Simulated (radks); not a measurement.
Task: The mean radii <r> (bohr) of the occupied orbitals of an atom or ion are listed with their occupations. All-electron calculation, scalar-relativistic Kohn-Sham, PBE, spin-polarised, spherical densities, finite nucleus; Fermi nuclear charge, rms radius of each element as measured or else 0.836 A^(1/3) + 0.57 fm. Program: a radial shooting solver on a logarithmic mesh with Libxc functionals.

orbital  occ.      <r>
1s down     1  0.02457
1s up       1  0.02457
2s up       1   0.1052
2s down     1   0.1052
2p up       3  0.09237
2p down     3  0.09236
3s up       1   0.2787
3s down     1   0.2786
3p up       3   0.2767
3p down     3   0.2767
3d up       5   0.2536
3d down     5   0.2536
4s up       1   0.6374
4s down     1   0.6373
4p up       3   0.6748
4p down     3   0.6747
4d up       5   0.7443
4d down     5   0.7442
5s up       1    1.518
5s down     1    1.518
5p up       3    1.759
5p down     3    1.761
4f up       1    1.104
6s up       1    4.297
6s down     1    4.418
5d up       1    2.908

Name the element and its charge. Open shells, if any, are filled with parallel spins first.

Result: Z = 58, cerium, charge 0: Ce in [Xe] 4f1 5d1 6s2. The 1s radius gives Z: for a bare nucleus <r> = (2 gamma + 1)/(2Z) with gamma = sqrt(1 - (Z/c)^2), 0.02424 bohr for Z = 58, and screening makes it slightly larger (0.02457 here). The occupations add up to 58, and the charge is Z minus that.
